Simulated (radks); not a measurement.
Task: These are the eigenvalues of the occupied orbitals of an atom or ion with whole-number occupations (eV). Method: Dirac Kohn-Sham, PBEsol, spin-unpolarised, spherical densities, point nucleus; computed with a radial shooting solver on a logarithmic mesh with Libxc functionals.

| orbital | eigenvalue |
|---|---|
| 1s1/2 | -11741.55 |
| 2s1/2 | -1519.583 |
| 2p1/2 | -1361.752 |
| 2p3/2 | -1325.225 |
| 3s1/2 | -224.2887 |
| 3p1/2 | -171.2557 |
| 3p3/2 | -166.2254 |
| 3d3/2 | -75.3700 |
| 3d5/2 | -74.6351 |
| 4s1/2 | -44.4566 |

Which element is it, and in what charge state? The configuration may be excited. Open shells, if any, fill j = l - 1/2 first.

Result: Z = 33, arsenic, charge +3: As3+ in [Ar] 3d10 4s2. The list shows which subshells hold electrons but not how many an open one holds; the 1s level, -431.49 hartree, gives Z - s = 29.4 by -(Z - s)^2/2, which with screening and relativity narrows Z to a few neighbours, and the depths of the outer levels then fix element, charge and occupations together.
